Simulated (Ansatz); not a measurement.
Start from `CO[Si]Br` and change one atom or group to get `CO[Si]F`.

Ansatz, PBE0-D4/def2-TZVP geometries, multiplicity 1. Each molecule was computed in one conformer, which needn't be the lowest.

Scalar relativity is left out up to krypton.

```json
{"property": "size of the dipole moment (B3LYP/def2-TZVPP) / D", "`CO[Si]Br`": "1.94"}
{"property": "HOMO–LUMO gap (PBE0/def2-TZVPP) / eV", "`CO[Si]Br`": "5.32"}
{"property": "HOMO energy (PBE0/def2-TZVPP) / eV", "`CO[Si]Br`": "-7.32"}
{"property": "zero-point energy (PBE0-D4/def2-TZVP) / kJ/mol", "`CO[Si]Br`": "114.7"}
{"property": "LUMO energy (PBE/def2-TZVPP) / eV", "`CO[Si]Br`": "-2.76"}
{"property": "HOMO energy (ωB97M-V/def2-TZVPP) / eV", "`CO[Si]Br`": "-9.36"}
```

Task: Give the same properties after the change, and the shifts. (Estimate.)

Result: Computed: 
```tsv
property	`CO[Si]F`	shift
size of the dipole moment (B3LYP/def2-TZVPP) / D	1.45	-0.49
HOMO–LUMO gap (PBE0/def2-TZVPP) / eV	6.17	0.85
HOMO energy (PBE0/def2-TZVPP) / eV	-7.59	-0.27
zero-point energy (PBE0-D4/def2-TZVP) / kJ/mol	118.1	3.4
LUMO energy (PBE/def2-TZVPP) / eV	-2.24	0.52
HOMO energy (ωB97M-V/def2-TZVPP) / eV	-9.77	-0.41
```

With PBE0 the HOMO falls by 0.27 eV and the LUMO rises by 0.57 eV, so the gap widens by about 0.84 eV. PBE moves the HOMO by -0.18 eV and ωB97M-V by -0.41 eV. Dipoles are sizes alone; their direction can turn.

B3LYP here is the variant with VWN-RPA as its local correlation; programs differ in this.

Spin–orbit coupling is left out; it splits and shifts lone-pair levels of the heavy atoms by tenths of an eV.
